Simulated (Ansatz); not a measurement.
Al2B5⁺. Total charge 1; triplet. Geometry PBE0-D4/def2-SVP, that of the neutral doublet; atoms count from 1.

```csv
atom,x (Å),y (Å),z (Å)
B1,0.519,0.486,-0.909
B2,0.708,-1.162,-0.506
B3,1.173,-0.040,0.563
B4,-0.688,-0.710,-1.062
B5,-1.059,0.682,-0.326
Al6,0.192,1.766,0.951
Al7,-0.844,-1.021,1.290
```

At PBE0-D4/def2-TZVP a singlet of charge 1 lies 0.24 eV below the triplet at the same geometry. The structure comes from a short search, and lower isomers may exist.

(1) Estimate the Mulliken populations from the PBE0/def2-TZVP orbitals of Ansatz.

(2) Where does the spin sit?

(3) And the Mayer bond orders between bonded heavy atoms (over 0.3)?

## Answers

(1) 
| atom | charge (e) | spin (α − β) |
| --- | --- | --- |
| B1 | 0.18 | 0.21 |
| B2 | 0.07 | 0.05 |
| B3 | -0.11 | 0.02 |
| B4 | 0.07 | 0.05 |
| B5 | -0.11 | 0.02 |
| Al6 | 0.34 | 0.88 |
| Al7 | 0.55 | 0.77 |
Mulliken values and Mayer orders depend strongly on the basis.

(2) Summed by element: B 0.35, Al 1.65, of 2 unpaired in all. Largest on single atoms: Al6 0.88, Al7 0.77, B1 0.21.

(3) B1–B2 0.70 (1.71 Å); B1–B3 0.66 (1.69 Å); B1–B4 0.70 (1.71 Å); B1–B5 0.66 (1.69 Å); B1–Al6 0.35 (2.28 Å); B2–B3 0.92 (1.62 Å); B2–B4 1.07 (1.57 Å); B2–Al7 0.37 (2.38 Å); B3–Al6 0.72 (2.09 Å); B3–Al7 0.55 (2.36 Å); B4–B5 0.92 (1.62 Å); B4–Al7 0.37 (2.38 Å); B5–Al6 0.72 (2.09 Å); B5–Al7 0.55 (2.36 Å).
